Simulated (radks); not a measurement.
The rubidium ion Rb+, configuration [Ar] 3d10 4s2 4p5 6f1 (not the ground configuration). All-electron calculation, scalar-relativistic Kohn-Sham, PBE, spin-polarised, spherical densities, finite nucleus; open shells are filled with parallel spins first (spin-orbit coupling, left out, can overturn this in heavy ions); Fermi nuclear charge, rms radius 4.2036 fm. Program: a radial shooting solver on a logarithmic mesh with Libxc functionals. Some entries of the table are withheld. Estimate them.

orbital,occ.,eigenvalue (eV),r(max) (bohr),<1/r> (bohr^-1)
1s up,1,-15052.14,0.02629,37.87
1s down,1,-15052.04,0.02629,37.87
2s up,1,-2026.626,0.1496,8.433
2s down,1,-2026.572,0.1496,8.433
2p up,3,-1798.711,0.1196,8.240
2p down,3,-1798.620,0.1196,8.240
3s up,1,-316.2736,0.4509,2.809
3s down,1,-316.1570,0.4509,2.809
3p up,3,-243.1557,0.4464,2.655
3p down,3,-243.0247,0.4464,2.655
3d up,5,-122.2348,0.3931,2.391
3d down,5,-122.0806,0.3931,2.392
4s up,1,-49.0855,1.251,0.9397
4s down,1,-48.0775,1.249,0.9409
4p up,3,-32.4529,1.400,(1)
4p down,2,-31.4574,1.399,(2)
6f up,1,(3),24.50,0.06568

Answer. 
(1) 4p up <1/r> (bohr^-1): 0.8069
(2) 4p down <1/r> (bohr^-1): 0.8051
(3) 6f up eigenvalue (eV): -1.4065
